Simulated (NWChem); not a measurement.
System: CH₆AgP; SMILES [CH3][Ag]<-[PH3]

Here is an NWChem input.

```
start job
memory heap 200 mb stack 900 mb global 1100 mb
geometry units angstroms noautoz
  Ag     0.000000     0.000000     0.360769
  C      0.000000     0.000000     2.447721
  H      0.442062    -0.940445     2.836011
  H     -1.035481     0.087386     2.836011
  H      0.593418     0.853060     2.836011
  P      0.000000     0.000000    -2.042357
  H      0.814662    -0.930579    -2.763526
  H      0.398574     1.170808    -2.763526
  H     -1.213236    -0.240229    -2.763526
end
basis spherical
  * library def2-svp
end
ecp
  Ag library def2-ecp
end
dft
  xc n12
  iterations 150
  mulliken
end
task dft energy
```

Parts of the log:

```
             Northwest Computational Chemistry Package (NWChem) 7.3.0
             --------------------------------------------------------

 C3  symmetry detected

                             Geometry "geometry" -> ""
                             -------------------------

 Output coordinates in angstroms (scale by  1.889725989 to convert to a.u.)

  No.       Tag          Charge          X              Y              Z
 ---- ---------------- ---------- -------------- -------------- --------------
    1 Ag                  47.0000     0.00000000     0.00000000     0.34422077
    2 C                    6.0000    -0.00000000     0.00000000     2.43117277
    3 H                    1.0000    -0.00000004     1.03916138     2.81946277
    4 H                    1.0000     0.89994017    -0.51958065     2.81946277
    5 H                    1.0000    -0.89994013    -0.51958073     2.81946277
    6 P                   15.0000     0.00000000    -0.00000000    -2.05890523
    7 H                    1.0000    -0.34140182     1.18873743    -2.78007423
    8 H                    1.0000    -0.85877590    -0.89003136    -2.78007423
    9 H                    1.0000     1.20017772    -0.29870606    -2.78007423

 Effective nuclear repulsion energy (a.u.)     321.5681879208

      Symmetry information
      --------------------

 Group name             C3
 Group number              5
 Group order               3
 No. of unique centers     5

                                 NWChem DFT Module
                                 -----------------

 Summary of "ao basis" -> "ao basis" (spherical)
 ------------------------------------------------------------------------------
       Tag                 Description            Shells   Functions and Types
 ---------------- ------------------------------  ------  ---------------------
 Ag                         def2-svp                11       31   5s3p2d1f
 C                          def2-svp                 6       14   3s2p1d
 H                          def2-svp                 3        5   2s1p
 P                          def2-svp                 8       18   4s3p1d

      Symmetry analysis of basis
      --------------------------

        a          37
        e+         28
        e-         28

  Rotation of axis

            General Information
            -------------------
          SCF calculation type: DFT
          Wavefunction type:  closed shell.
          No. of atoms     :     9
          No. of electrons :    46
           Alpha electrons :    23
            Beta electrons :    23
          Charge           :     0
          Spin multiplicity:     1
          Use of symmetry is: on ; symmetry adaption is: on
          Maximum number of iterations: 150
          AO basis - number of functions:    93
                     number of shells:    43
          Convergence on energy requested:  1.00D-06
          Convergence on density requested:  1.00D-05
          Convergence on gradient requested:  5.00D-04

              XC Information
              --------------
                          N12 Method XC Functional
                           N12 Exchange Functional  1.000
                         N12 Correlation Potential  1.000

             Grid Information
             ----------------
          Grid used for XC integration:  medium
          Radial quadrature: Mura-Knowles
          Angular quadrature: Lebedev.
          Tag              B.-S. Rad. Rad. Pts. Rad. Cut. Ang. Pts.
          ---              ---------- --------- --------- ---------
          Ag                  1.60      123          10.0       590
          C                   0.70       49          13.0       434
          H                   0.35       45          14.0       434
          P                   1.00       88          12.0       590
          Grid pruning is: on
          Number of quadrature shells:   350
          Spatial weights used:  Erf1

      Superposition of Atomic Density Guess
      -------------------------------------

 Sum of atomic energies:        -548.81468489

      Non-variational initial energy
      ------------------------------

 Total energy =    -527.981675
 1-e energy   =   -1094.935937
 2-e energy   =     410.257366
 HOMO         =      -0.311864
 LUMO         =      -0.006079

      Symmetry analysis of molecular orbitals - initial
      -------------------------------------------------

  Numbering of irreducible representations:

     1 a           2 e+          3 e-

  Orbital symmetries:

     1 a           2 a           3 a           4 a           5 e+
     6 e+          7 a           8 a           9 e+         10 e+
    11 a          12 a          13 a          14 e+         15 e+
    16 e+         17 e+         18 e+         19 e+         20 e+
    21 e+         22 a          23 a          24 a          25 e+
    26 e+         27 a          28 e+         29 e+         30 a
    31 a          32 e+         33 e+

     ---------------------------------------------
      Total Density - Mulliken Population Analysis
     ---------------------------------------------

    Atom       Charge   Shell Charges
 -----------   ------   -------------------------------------------------------
    1 Ag  19    19.18  -0.49  1.69  0.81  0.87  0.18  5.98  0.15  0.04  9.29  0.66  0.00
    2 C    6     6.70   1.99  0.96  0.31  2.08  1.35  0.02
    3 H    1     0.88   0.66  0.19  0.03
    4 H    1     0.88   0.66  0.19  0.03
    5 H    1     0.88   0.66  0.19  0.03
    6 P   15    14.76   2.00  1.99  1.08  0.43  5.93  1.35  1.91  0.06
    7 H    1     0.91   0.63  0.27  0.02
    8 H    1     0.91   0.63  0.27  0.02
    9 H    1     0.91   0.63  0.27  0.02

   convergence    iter        energy       DeltaE   RMS-Dens  Diis-err
 ---------------- ----- ----------------- --------- --------- ---------
 d= 0,ls=0.0,diis     1   -530.0882371639 -6.87D+02  6.83D-02  8.84D-01
 d= 0,ls=0.0,diis     2   -526.1590446921  3.93D+00  6.18D-02  3.59D+01
 d= 0,ls=0.0,diis     3   -530.1907397294 -4.03D+00  5.56D-03  2.71D-01
 d= 0,ls=0.0,diis     4   -530.2195653252 -2.88D-02  3.32D-03  4.01D-02
 d= 0,ls=0.0,diis     5   -530.2243676755 -4.80D-03  1.54D-03  1.24D-02
  Resetting Diis
 d= 0,ls=0.0,diis     6   -530.2261184662 -1.75D-03  3.12D-04  3.36D-04
 d= 0,ls=0.0,diis     7   -530.2261869425 -6.85D-05  1.22D-04  2.20D-05
 d= 0,ls=0.0,diis     8   -530.2261856540  1.29D-06  6.66D-05  3.17D-05
 d= 0,ls=0.0,diis     9   -530.2261906122 -4.96D-06  7.80D-06  1.79D-07
 d= 0,ls=0.0,diis    10   -530.2261906314 -1.92D-08  3.22D-06  8.99D-08

         Total DFT energy =     -530.226190631389
      One electron energy =    -1100.533494629192
           Coulomb energy =      458.982361944540
    Exchange-Corr. energy =      -45.371952759787
 Nuclear repulsion energy =      156.696894813049

 Numeric. integr. density =       46.000009709405

                  Occupations of the irreducible representations
                  ----------------------------------------------

                     irrep           alpha         beta
                     --------     --------     --------
                     a                11.0         11.0
                     e+               12.0         12.0
                     e-                0.0          0.0

                       DFT Final Molecular Orbital Analysis
                       ------------------------------------

 Vector   21  Occ=2.000000D+00  E=-2.555902D-01  Symmetry=e+
              MO Center= -5.3D-02,  6.1D-02,  9.2D-01, r^2= 2.4D+00
   Bfn.  Coefficient  Atom+Function         Bfn.  Coefficient  Atom+Function
  ----- ------------  ---------------      ----- ------------  ---------------
    16      0.713407  1 Ag d -1              18     -0.223327  1 Ag d  1
    36     -0.220918  2 C  py                46     -0.207982  3 H  s
    19     -0.185454  1 Ag d  2              56      0.159816  5 H  s
    21      0.141234  1 Ag d -1              47     -0.105632  3 H  s
    39     -0.089420  2 C  py                57      0.081603  5 H  s

 Vector   22  Occ=2.000000D+00  E=-2.517156D-01  Symmetry=a
              MO Center= -2.2D-14, -1.0D-14, -1.7D-01, r^2= 3.3D+00
   Bfn.  Coefficient  Atom+Function         Bfn.  Coefficient  Atom+Function
  ----- ------------  ---------------      ----- ------------  ---------------
    17      0.632975  1 Ag d  0              73     -0.284850  6 P  pz
    64     -0.230847  6 P  s                 70     -0.223759  6 P  pz
    37     -0.199541  2 C  pz                63     -0.192191  6 P  s
    62     -0.126497  6 P  s                 67      0.123113  6 P  pz
     4     -0.122180  1 Ag s                  8     -0.110458  1 Ag pz

 Vector   23  Occ=2.000000D+00  E=-1.663600D-01  Symmetry=a
              MO Center= -1.1D-15, -2.2D-15,  1.4D+00, r^2= 2.6D+00
   Bfn.  Coefficient  Atom+Function         Bfn.  Coefficient  Atom+Function
  ----- ------------  ---------------      ----- ------------  ---------------
     4      0.486517  1 Ag s                 37     -0.382970  2 C  pz
     2     -0.321213  1 Ag s                 17     -0.296532  1 Ag d  0
    40     -0.266755  2 C  pz                 5      0.191463  1 Ag s
    34      0.173368  2 C  s                 64     -0.170396  6 P  s
     1      0.147113  1 Ag s                  8     -0.120572  1 Ag pz

 Vector   24  Occ=0.000000D+00  E=-3.788748D-02  Symmetry=e+
              MO Center=  3.7D-02, -3.3D-02, -1.3D+00, r^2= 5.3D+00
   Bfn.  Coefficient  Atom+Function         Bfn.  Coefficient  Atom+Function
  ----- ------------  ---------------      ----- ------------  ---------------
    71      0.750342  6 P  px                90     -0.696804  9 H  s
    85      0.528874  8 H  s                 12      0.476069  1 Ag px
    89     -0.262184  9 H  s                 68      0.219850  6 P  px
    84      0.199013  8 H  s                 18     -0.176095  1 Ag d  1
    80      0.167930  7 H  s                  9      0.144737  1 Ag px

[...]
```

Level: N12/def2-SVP with def2 effective core potentials on Ag. Structure relaxed at the PBE-D3(BJ)/def2-SVP level. def2 effective core potentials on Ag; no spin-orbit coupling.
